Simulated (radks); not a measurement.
The numbers below are computed, except where a source is named.
Question: The mean radii <r> (bohr) of the occupied orbitals of an atom or ion are listed with their occupations. Code: a radial shooting solver on a logarithmic mesh with Libxc functionals. Model: Dirac Kohn-Sham, PBE, spin-unpolarised, spherical densities, point nucleus.

| orbital | occ. | <r> |
|---|---|---|
| 1s1/2 | 2 | 0.01932 |
| 2s1/2 | 2 | 0.08123 |
| 2p1/2 | 2 | 0.06740 |
| 2p3/2 | 4 | 0.07502 |
| 3s1/2 | 2 | 0.2121 |
| 3p1/2 | 2 | 0.2020 |
| 3p3/2 | 4 | 0.2162 |
| 3d3/2 | 4 | 0.1898 |
| 3d5/2 | 6 | 0.1942 |
| 4s1/2 | 2 | 0.4779 |
| 4p1/2 | 2 | 0.4851 |
| 4p3/2 | 4 | 0.5177 |
| 4d3/2 | 4 | 0.5411 |
| 4d5/2 | 6 | 0.5526 |
| 5s1/2 | 2 | 1.167 |
| 5p1/2 | 2 | 1.299 |
| 5p3/2 | 4 | 1.402 |
| 4f5/2 | 6 | 0.7092 |
| 4f7/2 | 8 | 0.7234 |

Name the element and its charge. Open shells, if any, fill j = l - 1/2 first.

Answer: Z = 71, lutetium, charge +3: Lu3+ in [Xe] 4f14. The 1s radius gives Z: for a bare nucleus <r> = (2 gamma + 1)/(2Z) with gamma = sqrt(1 - (Z/c)^2), 0.01909 bohr for Z = 71, and screening makes it slightly larger (0.01932 here). The occupations add up to 68, and the charge is Z minus that.
